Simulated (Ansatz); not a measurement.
Molecule: sum formula H₆SiN₃O, net charge -1, singlet state. It need not be the lowest isomer of its formula. Whether it binds its extra electron was not tested at this geometry. 
Geometry from a B3LYP-D3(BJ)/def2-TZVP (Ansatz, a first-principles code) optimisation:
SMILES: [Si](N)([O-])(N)N
```xyz
11

N      1.4162    -0.2241     0.9531
Si     0.0262     0.1092    -0.1200
N     -0.4495    -1.5319    -0.6445
N     -1.2629     0.5225     1.0471
O      0.2753     1.1466    -1.2602
H      1.7607    -1.1678     0.8293
H      2.1791     0.4156     0.7668
H     -1.4049    -1.7408    -0.3837
H     -0.3703    -1.6281    -1.6496
H     -1.7783     1.3396     0.7431
H     -0.8824     0.7150     1.9651
```
Charge -1, spin multiplicity 1.

Parts of the frozen-core correlation energy in aug-cc-pV(Q+d)Z (Ansatz, hartree). Frozen orbitals: 9; correlated occupied orbitals by spin: 16 and 16; virtual: 660 and 660. Spin-orbit coupling is left out. No relativistic terms.

| term | value |
|---|---|
| reference (HF) | -530.92549 |
| MP2 opposite-spin | -0.84914 |
| MP2 same-spin | -0.26938 |
| CCSD correlation | -1.12465 |
| (T) | -0.04932 |
| T1 diagnostic | 0.013 |
| largest doubles amplitude | 0.009 |
